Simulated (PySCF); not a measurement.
Input of a run (PBE0-D3(BJ)/def2-SVP geometry optimisation, gas phase (PySCF 2.14.0)), started from GFN2-xTB:
```
{"job": {"xc": "PBE0", "basis": "def2-SVP", "d3": "d3bj", "grid": 1, "kind": "geom"}, "charge": 0, "multiplicity": 1}
O     -2.973506     1.010982     1.005784
C     -1.986757     0.516115     0.543504
C     -1.932500    -0.747941    -0.285831
C     -0.482233    -1.109229    -0.451439
O     -0.034118    -2.033616    -1.060805
C      0.369865    -0.082472     0.329037
C      1.559014     0.336332    -0.473706
F      1.300743     1.169896    -1.499383
C      2.804174    -0.085163    -0.284710
F      3.859143     0.251328    -1.004062
F      3.143499    -0.893381     0.711450
C     -0.578875     1.061914     0.679483
H     -2.396310    -0.580771    -1.261623
H     -2.491221    -1.561651     0.181330
H      0.727392    -0.596966     1.226725
H     -0.413465     1.475688     1.673140
H     -0.481843     1.880965    -0.038804
```

Output (energies in Eh, forces in Eh/bohr):
```
step   0  E = -718.40730916  max force = 0.021093
step   1  E = -718.40801807  max force = 0.006696
step   2  E = -718.40818699  max force = 0.007179
step   3  E = -718.40868862  max force = 0.001838
step   4  E = -718.40873970  max force = 0.000895
step   5  E = -718.40877212  max force = 0.000574
step   6  E = -718.40881747  max force = 0.002130
step   7  E = -718.40884281  max force = 0.001953
step   8  E = -718.40886939  max force = 0.001353
step   9  E = -718.40890786  max force = 0.000495
step  10  E = -718.40891369  max force = 0.000400
optimisation converged
```

Task: Summarise the run.

Result: The energy falls by 0.044 eV over 11 energy and gradient evaluations, the largest force component goes from 0.0211 to 4.0e-04 Eh/bohr, and the atoms move by 0.127 Å rms after alignment. Among the bonds, C6–C7, C9–F10 and C9–F11 change most and about equally (-0.016 to -0.015 Å). Bonds longer at the end by more than 0.005 Å: 6 of 17; shorter: 4. The energy never rose by more than 1e-6 Eh on the way. The first step brought 44 % of the lowering.

Task: What are the final bond lengths?

Result: O1=C2 1.200 Å, C2–C3 1.517 Å, C3–C4 1.512 Å, C4=O5 1.197 Å, C4–C6 1.548 Å, C6–C7 1.480 Å, C7–F8 1.337 Å, C7=C9 1.332 Å, C9–F10 1.305 Å, C9–F11 1.312 Å, C6–C12 1.530 Å, C2–C12 1.521 Å, C3–H13 1.103 Å, C3–H14 1.102 Å, C6–H15 1.104 Å, C12–H16 1.098 Å, C12–H17 1.105 Å. Numbering counts from 1 in the input's order; the species is `O=C1CC(=O)[C@@H](C(F)=C(F)F)C1`.

The run used 193 basis functions and 80 SCF cycles in all. Rough CPU time on one thread of a shared machine: about 6 min.

PBE0-D3(BJ)/def2-SVP frequencies: not computed here. The numbers are those of one conformer.
